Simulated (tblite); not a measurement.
C6H14N (doublet state).
Numbering: `[CH3:1][CH2:2][C:3]([CH3:4])([CH3:5])[CH:6][NH2:7]` (hydrogens: H8, H9, H10 on C1; H11, H12 on C2; H13, H14, H15 on C4; H16, H17, H18 on C5; H19 on C6; H20, H21 on N7)

A start from a force field or distance geometry was refined with tblite, GFN2-xTB geometry optimisation, gas phase. Values at the start:

| coordinate | start |
| --- | --- |
| C1–C2 | 1.525 Å |
| C1–H8 | 1.090 Å |
| C2–C3 | 1.536 Å |
| C2–H11 | 1.107 Å |
| C3–C4 | 1.553 Å |
| C3–C5 | 1.545 Å |
| C3–C6 | 1.528 Å |
| C4–H13 | 1.084 Å |
| C6–N7 | 1.468 Å |
| C6–H19 | 1.098 Å |
| N7–H20 | 1.011 Å |
| C1–C2–C3 | 116.4° |
| C2–C3–C4 | 110.3° |
| C2–C3–C5 | 108.8° |
| C2–C3–C6 | 110.0° |
| C3–C6–N7 | 123.9° |
| C4–C3–C5 | 108.5° |
| C4–C3–C6 | 112.1° |
| C5–C3–C6 | 107.0° |
| C2–C3–C6–N7 | 141° |

Question: How do these coordinates change at the GFN2-xTB level?

Answer: 
```tsv
coordinate	GFN2-xTB (Å or °)	change
C6–N7	1.399	-0.069
C3–C6	1.495	-0.033
C6–H19	1.079	-0.019
C3–C4	1.534	-0.019
C2–H11	1.092	-0.015
C2–C3	1.542	+0.006
C4–H13	1.088	+0.004
C1–H8	1.087	-0.003
C3–C5	1.546	+0.001
C1–C2	1.524	-0.001
N7–H20	1.011	0.000
C3–C6–N7	120.4	-3.5
C5–C3–C6	110.2	+3.2
C1–C2–C3	113.6	-2.8
C2–C3–C6	108.5	-1.5
C2–C3–C5	108.0	-0.8
C4–C3–C5	108.0	-0.5
C4–C3–C6	111.7	-0.4
C2–C3–C4	110.4	+0.1
C2–C3–C6–N7	165	+24
```

The energy falls by 5.3 kcal/mol over 86 L-BFGS steps, the largest force on an atom goes from 2.16 to 0.010 eV/Å, and the atoms move by 0.171 Å rms after alignment. The bond that changes most is C6–N7 (ends: carbon bonded to C, N and H; nitrogen bonded to C and 2 H), which shortens by 0.069 Å. Bonds longer at the end by more than 0.005 Å: 1 of 20; shorter: 11. Among the dihedrals that turn most is C4–C3–C6–N7, from 18° to 43°. Rotational constants go from 2833, 2043, 1666 to 3085, 2030, 1720 MHz.

Time: 0.35 s of wall time. Hardware: one thread, AMD EPYC 9R45 (x86_64), shared host.

Its GFN2-xTB frequencies are all real (lowest 60 cm⁻¹).

One conformer stands for the species.

The numbers are calculated, not measured.
